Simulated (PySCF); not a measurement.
Predicted microwave data (PySCF, PBE0-D3(BJ)/def2-SVP geometry optimisation, gas phase) for one isomer of C3H7ClO2S:

```
Rotational constants : A = 2498, B = 1398, C = 1186 MHz
Dipole components    : |μa| = 3.23 D, |μb| = 1.15 D, |μc| = 2.21 D
Inertial defect      : -137.87 u·Å²
κ                    : -0.68
```

Question: Which structure is it? (One computed conformer of each.)
A. `[CH3:1][CH:2]([CH3:3])[S:4](=[O:5])(=[O:6])[Cl:7]` with C1–C2–S4–O5 177°
B. `[CH3:1][CH2:2][CH2:3][S:4](=[O:5])(=[O:6])[Cl:7]` with C1–C2–C3–S4 72°, C2–C3–S4–O5 175°

Answer: B. It is CCCS(=O)(=O)Cl, an asymmetric top, point group C1. The candidates at the same level (rigid rotor, commonest isotopes):

```json
{"SMILES": "CCCS(=O)(=O)Cl", "A (MHz)": "2498", "B (MHz)": "1398", "C (MHz)": "1186", "μa (D)": "3.23", "μb (D)": "1.15", "μc (D)": "2.21", "Δ (u·Å²)": "-137.87", "point group": "C1", "rotor": "asymmetric top"}
{"SMILES": "CC(C)S(=O)(=O)Cl", "A (MHz)": "2095", "B (MHz)": "1648", "C (MHz)": "1513", "μa (D)": "4.09", "μb (D)": "1.23", "μc (D)": "0.00", "Δ (u·Å²)": "-213.97", "point group": "Cs", "rotor": "asymmetric top"}
```

`CC(C)S(=O)(=O)Cl` has C 28 % too high. No structure here is proved a minimum.
